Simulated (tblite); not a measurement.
Species: C₃H₁₀SeSi.
Bonds: C1–C2, C2–C3, C2–Se4, Se4–Si5. Hydrogens: H6, H7, H8 on C1; H9 on C2; H10, H11, H12 on C3; H13, H14, H15 on Si5.

Computed with GFN2-xTB (tblite), gas phase: L-BFGS steps from a force-field or distance-geometry start until the largest atomic force falls under 0.01 eV/Å.

Step 59: E = -447.6739 eV
```
atom  x, y, z in Å  |  force x, y, z in eV/Å
C1     -1.9004   -0.1774   -0.8891    0.004  -0.009  -0.024
C2     -0.6171    0.0869   -0.1231    0.024  -0.004  -0.008
C3     -0.7283   -0.2729    1.3456   -0.011   0.004   0.012
Se4     0.8743   -0.9626   -0.9763    0.007   0.000  -0.029
Si5     2.6475    0.3069   -0.3418   -0.016   0.007  -0.021
H6     -2.7200    0.4040   -0.4661    0.048  -0.028   0.006
H7     -2.1592   -1.2343   -0.8457   -0.011   0.016   0.030
H8     -1.7806    0.1001   -1.9353   -0.013   0.003   0.007
H9     -0.3169    1.1322   -0.2405   -0.012   0.023   0.012
H10    -1.4939    0.3397    1.8196   -0.025  -0.005   0.000
H11     0.2136   -0.1051    1.8645    0.022   0.015  -0.012
H12    -1.0010   -1.3205    1.4579   -0.010  -0.002  -0.002
H13     3.6610    0.0907   -1.3629    0.015  -0.022   0.015
H14     3.1187   -0.0753    0.9873   -0.001  -0.026   0.011
H15     2.1979    1.6956   -0.3160   -0.022   0.029   0.003
```

Step 60: E = -447.6742 eV
```
atom  x, y, z in Å  |  force x, y, z in eV/Å
C1     -1.9020   -0.1781   -0.8886    0.042  -0.007   0.001
C2     -0.6166    0.0880   -0.1253    0.014  -0.001   0.009
C3     -0.7277   -0.2720    1.3441    0.007   0.007   0.000
Se4     0.8743   -0.9609   -0.9802   -0.001  -0.002  -0.026
Si5     2.6468    0.3063   -0.3411   -0.003   0.007  -0.002
H6     -2.7209    0.3998   -0.4604    0.035  -0.022   0.003
H7     -2.1564   -1.2358   -0.8463   -0.019   0.005   0.030
H8     -1.7850    0.1017   -1.9334   -0.018   0.011  -0.018
H9     -0.3168    1.1340   -0.2436   -0.021   0.003   0.017
H10    -1.4913    0.3426    1.8190   -0.024  -0.011  -0.005
H11     0.2152   -0.1057    1.8628    0.013   0.010  -0.019
H12    -1.0021   -1.3196    1.4560   -0.006   0.013  -0.001
H13     3.6646    0.0895   -1.3578    0.011  -0.021   0.011
H14     3.1174   -0.0767    0.9891   -0.012  -0.020  -0.004
H15     2.1961    1.6948   -0.3162   -0.018   0.026   0.004
```

Step 61: E = -447.6745 eV
```
atom  x, y, z in Å  |  force x, y, z in eV/Å
C1     -1.9027   -0.1789   -0.8881    0.055  -0.008   0.019
C2     -0.6156    0.0888   -0.1277    0.001   0.003   0.020
C3     -0.7262   -0.2706    1.3427    0.020   0.011  -0.009
Se4     0.8741   -0.9600   -0.9849   -0.006   0.001  -0.019
Si5     2.6452    0.3054   -0.3402    0.011   0.010   0.015
H6     -2.7214    0.3939   -0.4535    0.027  -0.015  -0.003
H7     -2.1530   -1.2377   -0.8478   -0.018   0.006   0.024
H8     -1.7901    0.1054   -1.9319   -0.022   0.010  -0.026
H9     -0.3168    1.1356   -0.2468   -0.025  -0.016   0.020
H10    -1.4880    0.3463    1.8184   -0.014  -0.019  -0.012
H11     0.2182   -0.1058    1.8600   -0.002   0.005  -0.022
H12    -1.0033   -1.3179    1.4546    0.000   0.027   0.000
H13     3.6680    0.0881   -1.3520    0.005  -0.018   0.010
H14     3.1143   -0.0785    0.9916   -0.022  -0.014  -0.020
H15     2.1927    1.6940   -0.3162   -0.011   0.016   0.005
```

Step 62: E = -447.6749 eV
```
atom  x, y, z in Å  |  force x, y, z in eV/Å
C1     -1.9027   -0.1800   -0.8873    0.074   0.004   0.036
C2     -0.6147    0.0901   -0.1291   -0.008   0.002   0.019
C3     -0.7264   -0.2699    1.3413    0.031   0.007  -0.022
Se4     0.8745   -0.9570   -0.9899   -0.007   0.004  -0.008
Si5     2.6458    0.3058   -0.3401    0.016   0.014   0.028
H6     -2.7193    0.3907   -0.4493   -0.011   0.016   0.009
H7     -2.1527   -1.2376   -0.8445   -0.016  -0.033   0.018
H8     -1.7950    0.1042   -1.9308   -0.013   0.016  -0.051
H9     -0.3181    1.1379   -0.2478   -0.024  -0.028   0.019
H10    -1.4886    0.3467    1.8168   -0.010  -0.016  -0.013
H11     0.2182   -0.1059    1.8584   -0.004   0.003  -0.015
H12    -1.0049   -1.3170    1.4522    0.007   0.029   0.001
H13     3.6727    0.0857   -1.3473   -0.001  -0.013   0.007
H14     3.1148   -0.0806    0.9919   -0.034  -0.006  -0.032
H15     2.1920    1.6949   -0.3164    0.000   0.001   0.005
```

Q: Estimate the geometry and energy of step 63. (The exact step hangs on the optimiser's Hessian estimate; all steps are aligned on step 62, rigid shifts and turns removed.)

A: E = -447.6752 eV, largest force 0.054 eV/Å
```
atom  x, y, z in Å  |  force x, y, z in eV/Å
C1     -1.9026   -0.1826   -0.8868    0.016  -0.005   0.025
C2     -0.6140    0.0915   -0.1322   -0.015   0.004   0.012
C3     -0.7226   -0.2666    1.3389    0.028   0.010  -0.017
Se4     0.8731   -0.9533   -0.9987    0.001   0.012   0.005
Si5     2.6436    0.3053   -0.3375    0.021   0.014   0.027
H6     -2.7219    0.3775   -0.4376    0.009   0.007  -0.014
H7     -2.1458   -1.2435   -0.8496    0.000   0.009   0.006
H8     -1.8042    0.1121   -1.9296   -0.015  -0.004  -0.005
H9     -0.3213    1.1403   -0.2517   -0.017  -0.029   0.015
H10    -1.4801    0.3549    1.8174    0.015  -0.028  -0.027
H11     0.2262   -0.1070    1.8505   -0.023  -0.004  -0.009
H12    -1.0080   -1.3119    1.4512    0.019   0.034   0.005
H13     3.6776    0.0806   -1.3374   -0.012  -0.005   0.011
H14     3.1060   -0.0846    0.9964   -0.040   0.000  -0.037
H15     2.1895    1.6952   -0.3151    0.011  -0.015   0.005
```

The energy changes by -0.0003 eV. The first-order estimate −F·Δx gives -0.0006 eV and the mean of the old and new forces, exact on a quadratic surface, -0.0003 eV. The step makes an angle of 83° with the force vector and moves no atom by more than 0.018 Å.

The cost below is that of the whole relaxation. The run took 0.47 s wall on an AMD EPYC 9R45 with one thread, shared host with 96 logical CPUs at a one-minute load of 71.
